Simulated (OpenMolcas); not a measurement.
**B I: RASPT2 settings compared**

```json
{
 "Program": "OpenMolcas",
 "Basis": "ANO-RCC-VTZP [4s3p2d1f]",
 "Scalar Hamiltonian": "DKH2, point nucleus",
 "Active space": "3 electrons in 9 orbitals (RAS2 2s 2p; RAS3 3d, at most 2 electrons)",
 "State averaging": "2S+1 = 4 odd, 1 root (0 in the spin-orbit step); 2S+1 = 2 odd, 3 roots kept (CI in the orbitals of an earlier block); 2S+1 = 4 even, 3 roots",
 "Spin-orbit coupling": "RASSI with atomic mean-field integrals over the reference wave functions, term energies averaged over their components"
}
```

Methods on the same reference wave functions:
A. RASSCF
B. SS-RASPT2, IPEA 0.4 Eh, no level shift (closed shells correlated: none)
C. SS-RASPT2, IPEA 0.35 Eh, real shift 0.2 Eh (closed shells correlated: 1s)
D. XMS-RASPT2, IPEA 0.35 Eh, real shift 0.15 Eh (closed shells correlated: 1s)

Energies in cm⁻¹ above 2s² 2p ²P°_1/2, the measured ground level; measured values from NIST Handbook of Basic Atomic Spectroscopic Data.

| Level | A | B | C | D | Measured |
| --- | --- | --- | --- | --- | --- |
| 2s² 2p ²P°_1/2 | 0.0 | 0.0 | 0.0 | 0.0 | 0.0 |
| 2s² 2p ²P°_3/2 | 14.7 | 14.7 | 14.7 | 14.7 | 15.3 |
| 2s 2p² ⁴P_1/2 | 26771 | 28210 | 28110 | 28020 | 28870 |
| 2s 2p² ⁴P_3/2 | 26776 | 28220 | 28120 | 28020 | 28875 |
| 2s 2p² ⁴P_5/2 | 26785 | 28220 | 28130 | 28030 | 28881 |

Deviations, from unrounded energies. A percentage is the sum of absolute deviations over the sum of measured energies, with the sign that they share, or ± where signs differ.

```
                  Against measurement  Levels     A     B     C     D
       mean absolute deviation (cm-1)       4  1600   490   570   640
fine structure of the ground term (%)       1  -4.0  -4.0  -4.0  -4.0
             other configurations (%)       3  -7.3  -2.3  -2.6  -2.9
```

B lies closest to measurement on these levels and A furthest from it. The largest miss of B in the table is 2s 2p² ⁴P_1/2, by -660 cm-1. The ranking rests on the paired levels alone, and a cruder setting can come out closer through cancelling errors.

Among B to D the level of the table that moves most is 2s 2p² ⁴P_1/2, by 190 cm-1 (lowest in D, highest in B). Moves below CASPT2's spread within the term are not significant.

The lowest spin-free term lies below A's lowest term by 0.013 hartree in B, 0.037 hartree in C, 0.038 hartree in D.

Term energies are means over components that CASPT2 splits; among the terms shown or strongly mixed into the levels shown the widest spread is 16 cm-1 (2s 2p² ⁴P, D). Terms from blocks run as CI alone lack orbitals of their own. Active for correlation alone: 3d; no level in the range computed is led by a configuration that fills it, so any true level of that kind is missing. Without dynamic correlation excited terms often stand tens of per cent too high (terms of higher spin than the ground term too low), and those without a measured partner can miss by more than the paired ones (holds for A). Computed and measured levels are paired by configuration, term and J; levels that our copy of the source lacks, or whose pairing is in doubt (as where it misses far off the trend of its configuration), stay unpaired and out of the deviations. Levels of configurations outside the active space are missing.

° marks odd parity.
